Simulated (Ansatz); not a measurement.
Start from `C[CH2][InH][NH2]` and change one atom or group to get `C[CH2][InH][F]`.

Ansatz, PBE0-D4/def2-TZVP geometries, multiplicity 1. Each molecule was computed in one conformer, which needn't be the lowest.

Elements past krypton have def2 core potentials.

```tsv
property	`C[CH2][InH][NH2]`
HOMO–LUMO gap (B3LYP/def2-TZVPP) / eV	5.49
size of the dipole moment (ωB97M-V/def2-TZVPP) / D	0.60
LUMO energy (PBE/def2-TZVPP) / eV	-1.41
HOMO energy (PBE0/def2-TZVPP) / eV	-6.70
HOMO energy (ωB97M-V/def2-TZVPP) / eV	-9.09
size of the dipole moment (B3LYP/def2-TZVPP) / D	0.68
```

Give the same properties after the change, and the shifts. (Estimate.)

Computed: 
| property | `C[CH2][InH][F]` | shift |
| --- | --- | --- |
| HOMO–LUMO gap (B3LYP/def2-TZVPP) / eV | 5.82 | 0.33 |
| size of the dipole moment (ωB97M-V/def2-TZVPP) / D | 3.48 | 2.88 |
| LUMO energy (PBE/def2-TZVPP) / eV | -2.11 | -0.70 |
| HOMO energy (PBE0/def2-TZVPP) / eV | -7.70 | -1.00 |
| HOMO energy (ωB97M-V/def2-TZVPP) / eV | -9.85 | -0.76 |
| size of the dipole moment (B3LYP/def2-TZVPP) / D | 3.51 | 2.83 |

With PBE0 the HOMO falls by 1.00 eV and the LUMO falls by 0.68 eV, so the gap widens by about 0.32 eV. PBE moves the HOMO by -1.08 eV and ωB97M-V by -0.76 eV. The zero-point energy changes by -60.1 kJ/mol with -6 modes. Dipoles are sizes alone; their direction can turn.

B3LYP here is the variant with VWN-RPA as its local correlation; programs differ in this.
